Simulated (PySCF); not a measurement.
CdTe, singlet, geometry from GFN2-xTB (such geometries of metal compounds can be far from the true shape) (core potentials on Cd, Te). Base run: BHANDHLYP/def2-SVP, TDA (PySCF).

Input for PySCF:
```python
from pyscf import gto, scf, dft, tdscf

mol = gto.M(
    atom='''
Cd   -0.000000   -0.000000   -1.302979
Te    0.000000    0.000000    1.202750
''',
    basis='def2-svp',
    ecp={'Cd': 'def2-svp', 'Te': 'def2-svp'},
    charge=0,
    spin=0,
    verbose=4,
)

mf = dft.RKS(mol)
mf.xc = 'bhandhlyp'
mf.kernel()
td = mf.TDA()
td.nstates = 5
td.kernel()
td.analyze(verbose=3)
```

Variants of this job, named by their change:

```tsv
change	first excitation (eV)	oscillator strength of the first	second (eV)	core-seconds (rough)
base	0.62	0.002	0.62	10
functional = camb3lyp	0.60	0.002	0.60	10
functional = blyp	0.44	0.001	0.44	7
functional = wb97x	0.70	0.002	0.70	20
guess vectors = 13 for 5 states	0.62	0.002	0.62	10
basis = def2-SVPD	0.63	0.002	0.63	10
states = triplets	0.13	-	0.13	10
functional = b3lyp	0.50	0.002	0.50	9
nstates = 2	0.62	0.002	0.62	5
response = full linear response	0.53	0.001	0.53	40
```

An iterative solver can miss low states, so a row lists the states that it found.
